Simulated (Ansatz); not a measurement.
Molecule: sum formula GeBr$_{2}$F (charge 0, doublet). It need not be the lowest isomer of its formula. 
Structure (B3LYP-D3(BJ)/def2-TZVP (Ansatz, a program for electronic structure) minimum search):
```
Ge
F 1 1.7478
Br 1 2.3389 2 105.99
Br 1 2.3389 2 105.99 3 119.36
```
Charge 0, spin multiplicity 2.

Total electronic energies in hartree. Correlated levels leave the core frozen unless marked. Open shells are spin-unrestricted. Spin-orbit coupling is left out. The frozen core is the preceding noble-gas configuration, with the filled d and f shells of earlier blocks. No relativistic terms. CBS(X,Y): correlation extrapolated as X^-3; Hartree-Fock from the larger set (for Q and 5 zeta extrapolated as (X+1)exp(-9√X)).

| level | program | energy (Eh) |
|---|---|---|
| HF/cc-pVTZ | Ansatz | -7319.91766 |
| RI-HF/cc-pVQZ | Ansatz | -7319.93702 |
| BLYP-D4/def2-TZVPD | Ansatz + dftd4 | -7325.42650 |
| revPBE/def2-TZVPD | Ansatz | -7324.67154 |
| r2SCAN-D4/def2-TZVPD | Ansatz + dftd4 | -7325.23167 |
| B3LYP/def2-TZVPD | Ansatz | -7325.40527 |
| MP2/STO-3G | Ansatz | -7239.25934 |
| CCSD(T)/6-31G | Ansatz | -7318.89479 |
| CCSD(T)/CBS(cc-pVQZ,cc-pV5Z) | Ansatz | -7320.7759 |

Totals of different functionals don't rank their quality; only differences between species are comparable.
